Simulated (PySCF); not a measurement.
HO3S, SMILES O=S(=O)=[OH+], charge +1.

The structure is a stationary point at PBE0-D3(BJ)/def2-SVP. The isomer is the one that the SMILES or the coordinates give; other isomers of the formula were not compared.

Calculation: PBE0-D3(BJ)/def2-SVP (PySCF 2.14.0).

Frequencies are harmonic and unscaled.

| mode | ν (cm⁻¹) | IR (km/mol) | Raman (Å⁴/amu) | depolarisation | moving atoms (share of kinetic energy) |
|---|---|---|---|---|---|
| 1 | 435 | 42.6 | 0.1 | 0.75 | S 59 %, O 41 % |
| 2 | 437 | 26.8 | 3.7 | 0.71 | O 74 %, S 13 %, H 13 % |
| 3 | 472 | 31.9 | 3.9 | 0.75 | O 82 %, S 17 % |
| 4 | 513 | 161.8 | 1.1 | 0.75 | H 90 %, O 9 % |
| 5 | 938 | 132.2 | 17.2 | 0.10 | O 83 %, S 13 % |
| 6 | 1087 | 92.9 | 5.6 | 0.26 | H 78 %, O 21 % |
| 7 | 1280 | 83.1 | 12.9 | 0.25 | O 67 %, S 30 % |
| 8 | 1562 | 107.9 | 4.7 | 0.73 | O 52 %, S 47 % |
| 9 | 3586 | 486.4 | 49.0 | 0.29 | H 94 % |
